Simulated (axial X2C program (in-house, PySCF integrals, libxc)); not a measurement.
## Spin–orbit effects down a group: molecules with Y (ions), MP2

All values come from calculations with an in-house all-electron X2C program for linear molecules (integrals from PySCF), spin-free (one-electron X2C) or two-component (2c: spin–orbit coupling with atomic mean-field Coulomb and Gaunt terms, which also bring small scalar terms), in Dyall basis sets with cores contracted in-house; open shells are unrestricted.

Basis sets: O dyall-av3z, S dyall-av3z, Se dyall-acv3z, Y dyall-acv3z. Frozen shells (counts by l): YO⁻ Y 4s3p1d, O 1s, 10 electrons correlated; YS⁻ Y 4s3p1d, S 2s1p, 10 electrons correlated; YSe⁻ Y 4s3p1d, Se 3s2p1d, 10 electrons correlated. Where the outer core of a metal is frozen, bonds come out longer and ionisation energies lower.

```csv
molecule,spin-free state,Re (Å),ωe (cm⁻¹),De (eV),2c state,Re 2c (Å),ωe 2c (cm⁻¹),De 2c (eV)
YO⁻,"M_S = 0, Λ = 0",1.862,759.3,7.63,Ω = 0,1.862,759.5,n/a
YS⁻,"M_S = 0, Λ = 0",2.375,433.7,5.13,Ω = 0,2.375,433.8,n/a
YSe⁻,"M_S = 0, Λ = 0",2.512,301.6,4.60,Ω = 0,2.512,301.4,n/a
```

Task: Work out the shifts from the spin-free to the two-component result.

Result: 

```json
{"molecule": "YO⁻", "2c state": "Ω = 0", "ΔRe (Å)": "0.000", "Δωe (cm⁻¹)": "0.2", "ΔDe (eV)": "n/a"}
{"molecule": "YS⁻", "2c state": "Ω = 0", "ΔRe (Å)": "0.000", "Δωe (cm⁻¹)": "0.1", "ΔDe (eV)": "n/a"}
{"molecule": "YSe⁻", "2c state": "Ω = 0", "ΔRe (Å)": "0.000", "Δωe (cm⁻¹)": "-0.2", "ΔDe (eV)": "n/a"}
```

Shifts of one unit in the last digit are rounding.

Fragments in 2c: Y + O-, Y + S-, Y + Se-. Each entry is the lowest single determinant of a limited PBE0 search at one distance. De goes to single-determinant-based atoms at the same level (for ions the charge split of lowest energy) and is withheld (n/a) where an atom does not fit its ground term or J level. Main or longest-lived isotopes.
